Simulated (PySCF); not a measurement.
Isomers of C2H6BP, one conformer each. Method: core-valence-separated Tamm–Dancoff BHandHLYP/aug-pcX-1 (pcseg-1 on H, def2-SVPD on P) in PySCF, non-relativistic, gas phase, PBE0-D3(BJ)/def2-SVP geometry. No shift to experiment was applied.

P. `C(#C)[BH2-][PH3+]`
Q. `C=CBP`

Main lines, eV (oscillator strength):
1. C K: 283.1 (0.067), 283.2 (0.040), 283.2 (0.064), 283.6 (0.050), 285.3 (0.007); B K: 188.5 (0.047), 189.9 (0.014), 190.7 (0.005)
2. C K: 281.7 (0.062), 281.7 (0.038), 284.4 (0.028), 285.5 (0.015), 286.1 (0.008); B K: 185.6 (0.080), 190.8 (0.008), 191.9 (0.034)
Listed: the first five lines at most of each edge with a tenth or more of its strongest line's intensity; roots within 0.03 eV on the same or equivalent atoms are summed. Only the lowest roots were sought, and the top ones are left out.

Problem. Which spectrum belongs to which isomer?

Solution. 1 = P, 2 = Q.
- P: first C line listed at 283.1 eV, hole on the alkyne carbon (1s→π*); first B line listed at 188.5 eV, hole on the four-coordinate boron.
- Q: first C line listed at 281.7 eV, hole on the terminal =CH2 carbon (1s→π*); first B line listed at 185.6 eV, hole on the three-coordinate boron.

Problem. What are the ground-state energies of the isomers at BHandHLYP/aug-pcX-1 (pcseg-1 on H, def2-SVPD on P), relative to the lowest?

Solution. P 115.1, Q 0.0 kJ/mol (electronic energies on these geometries, no dispersion or zero-point terms).
